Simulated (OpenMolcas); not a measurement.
## Computed transition rates of Co5+

```json
{
  "Program": "OpenMolcas 26.06",
  "Method": "CASSCF",
  "Basis": "ANO-RCC-VQZP [7s6p4d3f2g1h]",
  "Scalar Hamiltonian": "DKH2, point nucleus",
  "Active space": "4 electrons in 5 orbitals (3d)",
  "State averaging": "2S+1 = 5 even, 5 roots; 2S+1 = 3 even, 45 roots; 2S+1 = 1 even, 50 roots",
  "Spin-orbit coupling": "state interaction with AMFI integrals over the reference wave functions, term energies averaged over their components"
}
```

Rates come from the transition moments of the reference wave functions (E1 and E2 in the length form). At fixed line strength A goes as λ^-3 for E1 and M1 and as λ^-5 for E2, so a rate at the computed wavelength can be rescaled to the measured one. Measured vacuum wavelengths follow from level energies in Sugar and Corliss, J. Phys. Chem. Ref. Data 10, 1097 (1981). Branching counts decays inside the model space alone, at computed energies, and the table is only a selection of the E2 and M1 lines, drawn from those between levels with measured partners whose computed energy lies within a factor of 1.5 of the measured one.

| Upper | Lower | Type | λ computed (nm) | λ measured (nm) | A computed (s-1) | A rescaled (s-1) | Branching % |
| --- | --- | --- | --- | --- | --- | --- | --- |
| 3d⁴ ¹S₀(2) | 3d⁴ ¹D₂(1) | E2 | 100.4 | 117.8 | 1.19e+02 | 5.35e+01 | 82.9 |
| 3d⁴ ¹D₂(2) | 3d⁴ ¹G₄(1) | E2 | 133.4 | 154.8 | 6.17e+01 | 2.93e+01 | 67.0 |
| 3d⁴ ¹G₄(2) | 3d⁴ ¹I₆ | E2 | 217.7 | 261.6 | 8.74e+00 | 3.49e+00 | 65.1 |
| 3d⁴ ³F₂(2) | 3d⁴ ³H₄ | E2 | 195.8 | 235 | 7.58e+00 | 3.04e+00 | 41.0 |
| 3d⁴ ³F₄(2) | 3d⁴ ³H₆ | E2 | 200 | 240.6 | 6.97e+00 | 2.77e+00 | 40.2 |
| 3d⁴ ³F₃(2) | 3d⁴ ³H₅ | E2 | 197.3 | 237 | 6.64e+00 | 2.65e+00 | 38.3 |
| 3d⁴ ¹S₀(1) | 3d⁴ ³P₁(1) | M1 | 438.5 | 591.3 | 4.77e+00 |  | 100.0 |
| 3d⁴ ³P₀(1) | 3d⁴ ⁵D₁ | M1 | 311.4 | 370.9 | 3.87e+00 |  | 100.0 |
| 3d⁴ ³P₁(1) | 3d⁴ ⁵D₂ | M1 | 303.7 | 358.8 | 2.99e+00 |  | 88.7 |
| 3d⁴ ³F₄(1) | 3d⁴ ⁵D₄ | M1 | 298.1 | 344.4 | 2.08e+00 |  | 81.2 |
| 3d⁴ ³P₂(1) | 3d⁴ ⁵D₃ | M1 | 290.3 | 340.4 | 2.03e+00 |  | 90.4 |
| 3d⁴ ³F₃(1) | 3d⁴ ⁵D₃ | M1 | 293.7 | 338.9 | 1.20e+00 |  | 65.1 |
| 3d⁴ ¹D₂(1) | 3d⁴ ³F₃(1) | M1 | 402.3 | 452.4 | 1.14e+00 |  | 38.5 |
| 3d⁴ ³D₃ | 3d⁴ ⁵D₄ | M1 | 209.9 | 250.7 | 1.05e+00 |  | 58.4 |
| 3d⁴ ³F₂(1) | 3d⁴ ⁵D₂ | M1 | 289.5 | 333.7 | 5.32e-01 |  | 57.4 |
| 3d⁴ ¹I₆ | 3d⁴ ³H₆ | M1 | 683.7 | 737.1 | 3.66e-01 |  | 56.1 |
| 3d⁴ ¹I₆ | 3d⁴ ³H₅ | M1 | 662.2 | 714.6 | 2.86e-01 |  | 43.8 |
| 3d⁴ ³G₅ | 3d⁴ ³H₆ | M1 | 1254 | 1779 | 1.46e-01 |  | 37.5 |
| 3d⁴ ⁵D₄ | 3d⁴ ⁵D₃ | M1 | 14030 | 15220 | 9.81e-03 | 7.68e-03 | 100.0 |
| 3d⁴ ⁵D₃ | 3d⁴ ⁵D₂ | M1 | 17630 | 18670 | 8.47e-03 | 7.13e-03 | 100.0 |
| 3d⁴ ⁵D₂ | 3d⁴ ⁵D₁ | M1 | 25120 | 25970 | 3.58e-03 | 3.24e-03 | 100.0 |
| 3d⁴ ³H₄ | 3d⁴ ⁵D₄ | M1 | 349.9 | 376 | 3.25e-03 |  | 84.4 |
| 3d⁴ ³H₆ | 3d⁴ ³H₅ | M1 | 21060 | 23370 | 2.38e-03 | 1.74e-03 | 99.1 |
| 3d⁴ ³H₅ | 3d⁴ ³H₄ | M1 | 22780 | 23290 | 2.23e-03 | 2.09e-03 | 98.8 |
| 3d⁴ ⁵D₁ | 3d⁴ ⁵D₀ | M1 | 48450 | 49020 | 4.75e-04 | 4.59e-04 | 100.0 |

Spin-changing lines and M1 lines between different terms are not rescaled, since their strength hangs on the term gaps too.

The largest correction is for 3d⁴ ³F₄(2) → 3d⁴ ³H₆ (E2): 6.97e+00 × (200 / 240.6)^5 = 2.77e+00 s-1, a factor of 0.40.

The computed rate and branching of 3d⁴ ⁵D₁ → 3d⁴ ⁵D₀ give the upper level a radiative lifetime of 1.000 / 4.75e-04 s-1 = 2.11e+03 s, counting decays inside the model space alone. The rescaled rate gives about 2.2e+03 s.

The computed order of these levels differs from the measured one in 4 places, and where term gaps are wrong the rates of spin-changing lines can be off by large factors.

These are rates of the free ion; in crystals, glasses and complexes forced electric-dipole and non-radiative decay shorten such lifetimes by orders of magnitude. No measured rate stands beside these. Rescaling mends the energy factor alone: line strengths can still be far off where a level mixes with configurations outside the active space, and weak or spin-changing lines hang on small mixing coefficients that depend on the term gaps too, so rescaling need not improve them.

Without dynamic correlation excited terms often stand tens of per cent too high (terms of higher spin than the ground term too low), and those without a measured partner can miss by more than the paired ones. Measured partners are found by configuration, term and J. A level has none where our copy of the source lacks it or the pairing is in doubt (some pairs that miss far off the trend of their configuration count as doubtful). Levels of configurations outside the active space are missing.

A number in round brackets counts repeated terms of one configuration in the order of the reference energies.
